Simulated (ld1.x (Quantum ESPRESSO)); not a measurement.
## Ranking TM potentials for silicon

All share these settings but for the change named:

```
Element                 : silicon
Generator               : ld1.x (Quantum ESPRESSO) 7.5
Type                    : norm-conserving Troullier–Martins (Kleinman–Bylander form)
Functional              : PBE
Relativity              : scalar-relativistic
Frozen core             : [Ne]
Valence charge          : 4
Reference configuration : 3s1 3p3
Partial waves           : 3s (bound): rc 1.45 bohr; 3p (bound): rc 1.65 bohr; 3d channel at 0.2 Ry: rc 1.45 bohr
Local potential         : all-electron potential smoothed inside 1.55 bohr (lloc = -2)
Core correction         : Bessel-smoothed model core inside 0.75 bohr
```

Cutoff: the first of the cutoffs (Ry, on a coarse ladder) from which the occupation-weighted sum of valence levels, in a spherical-Bessel basis at the reference potential, stays within 10 and 1 mRy of its value at 400 Ry; the density cutoff is not measured.

The base gives 15 Ry.

Of 9 variants that were run, those that failed, showed a ghost or another fault, or gave nearly equal values are left out.

A variant can come out equal or close to the base.

Question: Rank these variants from softest to hardest (loose cutoff).
A. wave 3p (bound): rc 1.65 bohr becomes 3p (bound): rc 1.54 bohr
B. local potential all-electron potential smoothed inside 1.25 bohr (lloc = -2)
C. all radii but the core radius scaled by about 1.14 (s 1.66, p 1.88, d 1.66 bohr); local potential all-electron potential smoothed inside 1.76 bohr (lloc = -2)

Answer: C (12 Ry), B (15 Ry), A (35 Ry).
